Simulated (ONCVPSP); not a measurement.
# Before and after: ONCV potential for Sb

antimony, optimised norm-conserving Vanderbilt (ONCV), made with ONCVPSP 4.0.1 (PBE, scalar-relativistic). Core [Kr], reference 4d10 5s1.5 5p3.5. Waves: 5s: rc 1.70 bohr, ncon 4, nbas 9, qcut 3.6 1/bohr, 3 projectors, debl 2.8 Ha; 5p: rc 1.80 bohr, ncon 4, nbas 8, qcut 5.2 1/bohr, 2 projectors, debl 3.7 Ha; 4d: rc 1.05 bohr, ncon 4, nbas 8, qcut 10.1 1/bohr, 2 projectors, debl 2.2 Ha. Local part: polynomial inside 0.70 bohr (lpopt 5, dvloc0 0 Ha). Core correction: none.

All-electron outer shells of the reference configuration (PBE, scalar-relativistic, ld1.x):

```csv
shell,level (eV),outermost node (bohr),outermost maximum (bohr)
4s,-149.58,0.39,0.73
4p,-102.53,0.39,0.76
4d,-34.22,0.38,0.84
5s,-13.24,0.95,1.88
5p,-5.12,1.04,2.32
```

Change: all radii scaled by about 1.12 (s 1.90, p 2.02, d 1.18 bohr); local potential polynomial inside 0.78 bohr (lpopt 5, dvloc0 0 Ha).

Cutoffs: the cutoffs (Ha) at which the residual kinetic energy of the hardest occupied pseudo-wave falls to 1 and 0.1 mHa per electron; they do not see the model core or the augmentation charge, which bear on the density cutoff. Errors are all-electron minus pseudo energies relative to the spin-unpolarised reference configuration.

How do hardness, ghosts and transferability respond?

The potential gets softer (46 Ha and 73 Ha → 44 Ha and 53 Ha); both files keep a bound ghost (p, s); of the 4 tests that both files solve, the error grows in 1 and shrinks in 1 by more than 15 % and 0.3 meV (median size 4.2 → 4.6 meV). A larger radius leaves more room for a smooth pseudo-wave, so fewer plane waves are needed.

| quantity | base | changed |
| --- | --- | --- |
| cutoff, loose | 46 Ha | 44 Ha |
| cutoff, tight | 73 Ha | 53 Ha |
| loose cutoff by channel | s 7.3 Ha, p 8.4 Ha, d 46 Ha | s 7.3 Ha, p 6.7 Ha, d 44 Ha |
| bound ghosts | s, p | s, p |
| GHOST(+) flags under 300 eV | s at 178.2 eV | s at 190.9 eV |
| error for 4d10 5s2 5p3, meV [ΔE -4.03 eV] | +0.4 | +0.2 |
| error for 4d10 5s2 5p2, meV [ΔE 4.29 eV] | -2.1 | -2.8 |
| error for 4d10 5s2 5p1, meV [ΔE 20.26 eV] | -6.4 | -6.4 |
| error for 4d9 5s2 5p3, meV [ΔE 36.71 eV] | -278 | -222 |

 A true bound ghost makes a file unfit for plane-wave use even where its test errors are small: the radial tests pick states by their node count and pass the ghost by.
